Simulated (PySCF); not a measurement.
Gas-phase reaction: 2 GaNH2 + 4 H ⇌ 2 GaH3 + N2H2

Energies from PySCF, thermal terms from the rigid-rotor harmonic-oscillator model, ideal gas at 1 bar. † marks an energy on the PBE0/def2-TZVP geometry and frequencies. MP2 freezes the core. Open shells (unrestricted): H (multiplicity 2); the rest are closed-shell singlets. B3LYP is the form with VWN-RPA correlation. Ga: all electrons, no relativistic terms. GaNH2, GaH3: computed as isolated molecules; such fragments, hydroxides, amides, oligomers or adducts are transient or little studied in the gas. MP2 isn't extrapolated to the basis-set limit; its ΔH°(298 K) is -539.4 kJ in def2-SVP and -536.7 kJ in def2-TZVPP. The harmonic model lacks anharmonicity and excited electronic states, which grow with temperature; levels with a mode under 35 cm⁻¹ are left out.

```
level              ΔE electronic, kJ  ΔH°(298 K), kJ  ΔS°(298 K), J/K  ΔG°(1200 K), kJ
-----------------  -----------------  --------------  ---------------  ---------------
B3LYP/def2-TZVP†                -610            -576             -307             -173
BLYP/def2-TZVP†                 -589            -555             -307             -152
M06-2X/def2-TZVP†               -573            -539             -307             -135
MP2/def2-SVP†                   -573            -539             -307             -136
MP2/def2-TZVPP†                 -571            -537             -307             -133
PBE/def2-TZVP†                  -578            -544             -307             -141
```
ΔH° is lowest at B3LYP/def2-TZVP† and highest at MP2/def2-TZVPP†. No reference value is set beside these.
